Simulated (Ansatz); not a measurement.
# Four-centre ligand exchange

Start structure (SiPNH₈O, singlet), relaxed at PBE0-D4/def2-TZVP:

```json
{"atom": "Si1", "x (Å)": "-1.2181", "y (Å)": "-0.1070", "z (Å)": "0.8655"}
{"atom": "O2", "x (Å)": "-0.2546", "y (Å)": "-1.4035", "z (Å)": "1.2254"}
{"atom": "H3", "x (Å)": "-1.5789", "y (Å)": "-0.1421", "z (Å)": "-0.5760"}
{"atom": "H4", "x (Å)": "-2.4352", "y (Å)": "-0.1951", "z (Å)": "1.7176"}
{"atom": "N5", "x (Å)": "-0.4467", "y (Å)": "1.3834", "z (Å)": "1.1320"}
{"atom": "H6", "x (Å)": "1.4606", "y (Å)": "-0.9879", "z (Å)": "-1.2003"}
{"atom": "P7", "x (Å)": "1.5097", "y (Å)": "0.2902", "z (Å)": "-1.8109"}
{"atom": "H8", "x (Å)": "-0.6937", "y (Å)": "-2.2125", "z (Å)": "1.4914"}
{"atom": "H9", "x (Å)": "0.2000", "y (Å)": "1.7303", "z (Å)": "0.4402"}
{"atom": "H10", "x (Å)": "-0.1987", "y (Å)": "1.6868", "z (Å)": "2.0594"}
{"atom": "H11", "x (Å)": "0.8490", "y (Å)": "-0.1370", "z (Å)": "-2.9910"}
{"atom": "H12", "x (Å)": "2.8065", "y (Å)": "0.0943", "z (Å)": "-2.3532"}
```

The step: SiNH₅O ([NH2][SiH2][OH]) + PH₃ → SiPNH₆ ([NH2][SiH2][PH2]) + H₂O; bonds formed: Si1–P7, O2–H6; bonds broken: Si1–O2, H6–P7. Ansatz 0.2.0; basis: def2-TZVPP and def2-QZVPP; cores frozen in the correlated methods. Extrapolation: Hartree–Fock as exp(−7.88 √X), correlation as X^−2.97. Energies below are by CCSD(T) at an estimated basis limit (MP2 extrapolated from triple and quadruple zeta, plus CCSD(T) − MP2 in triple zeta).

Question: What are the electronic barrier and the energy of the step, from the start structure to the end structure? (To be estimated.)

Answer: The calculation gives: Barrier 50.26 kcal/mol; step energy 20.15 kcal/mol (uphill); reverse barrier, their difference, 30.12 kcal/mol. Barrier and step energy count from the start structure, the reverse barrier from the end structure.

The saddle point: One imaginary mode of 493i cm⁻¹.
```tsv
pair	start (Å)	saddle (Å)	end (Å)
Si1–P7	3.84	2.67	2.24
O2–H6	3.00	1.07	0.96
Si1–O2	1.65	1.84	3.44
H6–P7	1.42	2.00	3.82
```

Zero-point energy (harmonic, PBE0-D4): ZPE is 51.57 kcal/mol at the start and 51.99 kcal/mol at the saddle, so the barrier goes from 50.26 to 50.68 kcal/mol.

The T1 diagnostic stays at or below 0.013.

Labels in which every atom is bracketed show which atoms are joined, not bond orders.

For scale, one of the runs: CCSD(T)/def2-TZVPP, 258 basis functions, launched by `ansatz run in.yaml --threads 4 --pin off --events-out ev --progress --plain --max-ram 9574MiB`. Time: 2.6 min of wall clock on 4 CPU threads of an Arm Neoverse V1; the host was shared. Peak host memory: 5.7 GiB.
